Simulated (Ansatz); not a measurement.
Two shapes of singlet AlCl4(-).

Shape 1:

```xyz
5

Al    0.0000    0.0000    0.0000
Cl    1.2486    1.2486    1.2486
Cl    1.2486   -1.2486   -1.2486
Cl   -1.2486    1.2486   -1.2486
Cl   -1.2486   -1.2486    1.2486
```

Shape 2:

```xyz
5

Al    0.0000    0.0000    0.0000
Cl    1.3484    1.3484    1.3484
Cl    1.3484   -1.3484   -1.3484
Cl   -1.3484    1.3484   -1.3484
Cl   -1.3484   -1.3484    1.3484
```

Basis set: cc-pVTZ (spherical functions). Left uncorrelated: 25 orbitals. Charge -1, multiplicity 1.

Computed with Ansatz (development build ahead of 0.2.0); each method stands on the lowest determinant of its kind that the runs found.

**Question.** Which shape is lower in energy, and by how much in each method?

**Answer.**

```json
{"method": "RHF", "E(2) − E(1) (eV)": "0.697"}
{"method": "RHF-MP2", "E(2) − E(1) (eV)": "0.720"}
```

Shape 1 is lower. Caution: no diffuse functions for an anion; no unrestricted run beside it, a lower state can exist.
